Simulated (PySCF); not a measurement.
Bonds (- single, = double, # triple, : aromatic): N1#C2 1.144 Å, C2-C3 1.412 Å, C3:C4 1.424 Å, C4:C5 1.361 Å, C5-F6 1.312 Å, C5:O7 1.333 Å, O7:N8 1.344 Å, N8:C3 1.313 Å. C4 carries H9.

Non-relativistic Hamiltonian, one computed conformer, gas phase. PBE0/pcSseg-1 with gauge-including orbitals; structure optimised with GFN2-xTB; PySCF.

Referencing at the same level of theory: TMS for 13C (σ = 186.93 ppm) and 1H (σ = 31.72 ppm); 15N (σ = 267.73 ppm) vs NH3; CFCl3 for 19F (σ = 170.95 ppm); 17O (σ = 336.08 ppm) against H2O.

| atoms | nucleus | count | δ (ppm) |
| --- | --- | --- | --- |
| C4 | 13C | 1 | 93.8 |
| N1 | 15N | 1 | 335.9 |
| F6 | 19F | 1 | ? |
| N8 | 15N | 1 | 420.9 |
| H9 | 1H | 1 | ? |
| C2 | 13C | 1 | ? |
| C3 | 13C | 1 | 146.0 |
| C5 | 13C | 1 | 184.7 |
| O7 | 17O | 1 | 386.3 |

**Question.** Complete the table.

**Answer.** 
- C2: 115.4 ppm, nitrile carbon; this is the usual window of a C≡N carbon, which has no attached hydrogen
- H9: 6.05 ppm, hydrogen on an aromatic CH; the ring current deshields protons in the ring plane
- F6: -104.4 ppm, aryl fluorine

Shifts are as computed. Against solution values, carbons near 30 ppm lie about +3 ppm off and those near 130 ppm about +5 ppm. Of 1211 compounds with measured shifts, 218 miss one by over three times the rms of a fit or turn the order of signals round; such compounds aren't used in these exercises. Unscaled 19F shifts against computed CFCl3 carry errors that often reach 10 to 50 ppm. Unscaled 17O shifts of doubly bonded oxygen tend to come out too high, by tens of ppm or more. Experimental scales use liquid or dissolved standards, which lie at an offset from isolated NH3 (liquid NH3: subtract about 20 ppm) and H2O (liquid H2O: subtract about 36 ppm). Unscaled 15N shifts of sp2 nitrogen come out 20 to 40 ppm too high even then.
